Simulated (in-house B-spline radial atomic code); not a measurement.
Values are calculated unless marked as measured or tabulated.
**Cl⁵⁺ at several levels of theory**

Ground configuration [Ne] 3s2. All numbers come from a B-spline radial code for spherical atoms, all electrons, at the radial basis limit. Mean-field, RPA, GW and linear-response runs are scalar-relativistic (one-electron X2C), no spin-orbit coupling, without Breit or QED terms, open shells spin-polarised at highest spin; the many-body runs on Dirac-Hartree-Fock orbitals are four-component, and their energies hold both.

**Ionisation energy.** The reference is 96.94 ± 0.04 eV (NIST, semi-empirical).

| method | value (eV) | minus reference (eV) |
| --- | --- | --- |
| minus the highest LDA VWN5 level | 89.54 | -7.40 |
| LDA VWN5, difference of total energies | 96.97 | +0.03 |
| minus the highest PBE level | 89.41 | -7.53 |
| PBE, difference of total energies | 96.86 | -0.08 |
| G0W0 on PBE | 97.49 | +0.55 |
| exact exchange + RPA on PBE | 97.52 | +0.58 |
| exact exchange + RPA + SOSEX on PBE | 96.84 | -0.10 |
| minus the highest r2SCAN level | 89.65 | -7.29 |
| r2SCAN, difference of total energies | 95.94 | -1.00 |
| minus the highest PBE0 level | 91.11 | -5.83 |
| PBE0, difference of total energies | 96.64 | -0.30 |
| G0W0 on PBE0 | 97.38 | +0.44 |
| minus the highest B3LYP (VWN-RPA) level | 90.95 | -5.99 |
| B3LYP (VWN-RPA), difference of total energies | 96.99 | +0.05 |
| minus the highest CAM-B3LYP level | 92.83 | -4.11 |
| minus the highest LC-wPBE level | 94.44 | -2.50 |
| minus the highest Hartree-Fock level | 95.16 | -1.78 |
| Hartree-Fock, difference of total energies | 94.97 | -1.97 |
| G0W0 on Hartree-Fock | 97.08 | +0.14 |
| MP2, difference of total energies | 96.63 | -0.31 |
| CI + MBPT for the two outer electrons | 96.88 | -0.06 |
| Dirac-Fock + self-energy with TDHF screening (3s1/2) | 96.44 | -0.50 |

Q: Which methods come closest, and which lies farthest off?

A: Closest: LDA VWN5, difference of total energies (+0.03 eV) and B3LYP (VWN-RPA), difference of total energies (+0.05 eV). Farthest: minus the highest PBE level (-7.53 eV). The PBE level misses by -7.5 eV while the PBE energy difference misses by -0.08 eV: the semilocal potential lacks the −1/r tail and the energy is convex in the electron number, but total energies at whole numbers are far better.

**Static dipole polarisability and C6** of two like species, by linear response (no reference value is at hand):

```tsv
method	α (bohr³)	C6 (hartree·bohr⁶)
LDA VWN5	2.753	4.183
PBE	2.826	4.363
PBE0	2.884	4.501
B3LYP (VWN-RPA)	2.81	4.328
CAM-B3LYP	2.806	4.32
LC-wPBE	2.868	4.453
TDHF	3.009	4.821
relativistic RPA (four-component TDHF)	3.008	4.819
```

Q: What mean excitation energy do α and C6 imply in London's formula C6 = (3/4) α² ω?

A: LDA VWN5: ω = 0.736 hartree; relativistic RPA (four-component TDHF): ω = 0.710 hartree. A method that puts the excitations lower gives a larger α and a smaller ω.

Run times on one thread of shared hosts: mean field, RPA, SOSEX and G0W0 on PBE, for the atom and its ion, 2 s (Arm Neoverse V2); TDDFT with PBE, 0.5 s (Arm Neoverse N1); CI + MBPT, 66 s (AMD EPYC 7R43 64-Core Processor); removal energies by the self-energy, 5.3 s (Arm Neoverse N1).
